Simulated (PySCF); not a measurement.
SMILES Cl[SiH](I)I (HClI2Si) at its PBE0/def2-SVP optimised geometry (Å):

```
5

Si    -0.4119    -0.9736     0.0000
Cl    -1.0702     0.9736     0.0000
I     -1.1935    -2.1096     2.0055
I     -1.1941    -2.1096    -2.0053
H      1.0702    -0.9736     0.0000
```

Level of theory: PySCF with PBE0/def2-TZVP, def2 effective core potentials past Kr. The core electrons that the potentials of I replace are not part of the density. Cells within 0.4 Å of a nucleus heavier than hydrogen are left out (blank, or x).

Map of the log10 of the electron density (e/bohr³), floored at −4 on the plane z = 0.0 Å:

```
|0000000000000000000000000000000|
|0000000001111000000000000000000|
|0000001112222211000000000000000|
|0000012223333322110000000000000|
|0001122334444433211000000000000|
|0001233445555544321100000000000|
|0012344566666654432100000000000|
|0122345677777765433210000000000|
|0123456778888776543210000000000|
|0123456788998876543210000000000|
|023456788xxx9887654321000000000|
|123456788xxxx887654321100000000|
|1234567889xx9887654322110000000|
|0123456788998876654433211000000|
|0123456778888876655443322100000|
|0123445677788776665554432110000|
|0112345567777777666665543210000|
|0012344566778887777776543210000|
|001233455667xxx8778887654321000|
|001233455668xxx9888887654321000|
|011233455668xxx9778887654321000|
|0112334556678997777776543310000|
|0122344556677776666665543210000|
|0122344556666666666555432210000|
|0122334455666665555444332100000|
|0122334455555555444433221000000|
|0112334445555544433322110000000|
|0112233444444444332211000000000|
|0012233344444433322110000000000|
|0011223333333332221100000000000|
|0001122233333222211000000000000|
```
Scale: ten equal steps from -4.00 (start of '0') to -0.117 (end of '9'), in the order '0123456789'; x runs from -3.50 to 3.50, y from -3.50 (bottom) to 3.50 (top).
